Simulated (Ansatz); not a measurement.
Computed with Ansatz on PBE0-D4/def2-TZVP structures; ΔE is electronic, products minus reactants. CCSD(T)/CBS adds triple-zeta CCSD(T) − MP2 to the extrapolated MP2 energy (def2 sets, frozen cores). This one scheme is used for every species. DFT in def2-TZVPP. B3LYP here is the variant with VWN-RPA as its local correlation; programs differ in this. One conformer a species, not always the lowest.

Consider the ligand exchange at the Si–O bond: `N[SiH](N)O[SiH3]` + H–F → `N[SiH](N)F` + silanol.

Is it downhill or uphill in electronic energy at CCSD(T)/CBS, and by how much? (Best estimate.)

Ansatz gave: Downhill: ΔE = -25.5 kJ/mol.

What do these levels give: PBE0-D4, B3LYP-D4, ωB97M-V, PBE, r2SCAN, MP2/CBS(def2)? (An estimate is asked.)

Ansatz gave: PBE0-D4 -27.4, B3LYP-D4 -27.9, ωB97M-V -30.9, PBE -37.7, r2SCAN -34.8, MP2/CBS(def2) -24.1 kJ/mol.

Largest T1 diagnostic among the species: 0.011.

The D4 term adds +12.0 kJ/mol with B3LYP and +7.0 kJ/mol with PBE0; it sums over pairs of atoms, weighted by their polarisabilities, and B3LYP, whose exchange is more repulsive, gets the larger term. In def2-TZVPP, CCSD(T) changes the Hartree–Fock value by +10.7 kJ/mol (the triples alone add +1.6 kJ/mol) and MP2 by +12.1 kJ/mol. From PBE to PBE0 (25 % exact exchange), in def2-TZVPP and without D4, ΔE moves by +3.3 kJ/mol.
